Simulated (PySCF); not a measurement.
**AgBr at PBE0**

Level: PBE0. PySCF, scalar-relativistic core potentials, basis sets Ag cc-pVDZ-PP with ECP28, Br cc-pVDZ-PP with ECP10.

| Item | Value |
| --- | --- |
| state | ¹Σ⁺ (singlet), closed shell |
| bond length | 2.411 Å |
| harmonic wavenumber | 246 cm⁻¹ |
| force constant | 1.62 mdyn/Å |
| rotational constant Be | 0.06386 cm⁻¹ |
| anharmonicity ωexe | 0.689 cm⁻¹ |
| vibration–rotation constant αe | 0.000246 cm⁻¹ |
| well depth De to Ag (4d10 5s1) + Br | 274 kJ/mol |
| dissociation energy D0 | 272 kJ/mol |
| HOMO–LUMO gap | 3.95 eV |
| bond order (Mayer) | 1.06 |
| dipole moment (positive dipole means Ag(−)Br(+)) | -5.30 D |

These are scalar-relativistic numbers at best; spin–orbit coupling would shift them, the dissociation energy most.
